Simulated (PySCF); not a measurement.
# Core-level binding energies of `ClC[C@@H]1CC[SiH2]O1`

Species: C4H9ClOSi.
Numbering: `[Cl:1][CH2:2][C@@H:3]1[CH2:4][CH2:5][SiH2:6][O:7]1`

Structure used (PBE0-D3(BJ)/def2-SVP), in Å, numbered top down from 1:
```
atom  x, y, z in Å
Cl1    2.6310   -2.0049    0.4873
C2     2.1140   -0.3117    0.2652
C3     0.6892   -0.1085    0.7399
C4    -0.3623   -0.8961   -0.0492
C5    -1.7277   -0.2397    0.2010
Si6   -1.2263    1.5763    0.3087
O7     0.4068    1.2754    0.6128
H8     2.7973    0.3293    0.8368
H9     2.2013   -0.0635   -0.8023
H10    0.6379   -0.3990    1.8084
H11   -0.3386   -1.9613    0.2243
H12   -0.1086   -0.8333   -1.1223
H13   -2.4625   -0.4820   -0.5801
H14   -2.1522   -0.5647    1.1656
H15   -1.3801    2.3578   -0.9535
H16   -1.8561    2.3378    1.4272
```

Method used: PySCF, delta-SCF UKS SCAN, pcX-2 on the ionised atom, pcseg-1 elsewhere, spin-free X2C. Vertical ΔSCF values, vacuum level as zero.

Question: What binding energy does each computed site have?

Answer: 
| atom(s) | environment | level | binding energy (eV) | 2p1/2 (eV) | above the level's lowest (eV) | count |
| --- | --- | --- | --- | --- | --- | --- |
| Cl1 | alkyl chlorine | Cl 1s | 2828.57 | – | 0.00 | 1 |
| Si6 | oxygen-bound silicon | Si 1s | 1847.10 | – | 0.00 | 1 |
| O7 | silyl ether oxygen | O 1s | 537.89 | – | 0.00 | 1 |
| C3 | sp3 carbon bound to oxygen | C 1s | 292.40 | – | +1.96 | 1 |
| C2 | sp3 C–Cl carbon | C 1s | 292.19 | – | +1.75 | 1 |
| C4 | ring CH2 carbon | C 1s | 290.91 | – | +0.47 | 1 |
| C5 | sp3 carbon bound to silicon | C 1s | 290.44 | – | 0.00 | 1 |
| Cl1 | alkyl chlorine | Cl 2p3/2 | 205.97 | 207.62 | 0.00 | 1 |
| Si6 | oxygen-bound silicon | Si 2p3/2 | 107.25 | 107.88 | 0.00 | 1 |

The listed C 1s values span 1.96 eV, from C5 (bonded to C, 2 H and Si) to C3 (bonded to O, 2 C and H). The widest gap between neighbouring values is 1.28 eV, between 290.91 and 292.19 eV. Summing the Pauling electronegativity differences to the bonded atoms, each weighted by its formal bond order, gives -1.35 for the lowest site and +0.54 for the highest; no listed site has a larger sum than the highest.

Question: Which photon energy gives electrons from Si 2p3/2 of Si6 a kinetic energy of 20 eV, and what is their de Broglie wavelength?

Answer: hν = 107.25 + 20 = 127.25 eV, recoil neglected; λ = 12.264 Å/√(E/eV) = 2.74 Å.

Spin–orbit and ligand-field terms were added within each 2p shell after the spin-free SCF. 2p1/2 minus 2p3/2 (ligand field included): Cl 1.65 eV, Si 0.62 eV. The structure is a single PBE0-D3(BJ)/def2-SVP conformer in the gas phase; no vibrational or solvent corrections.
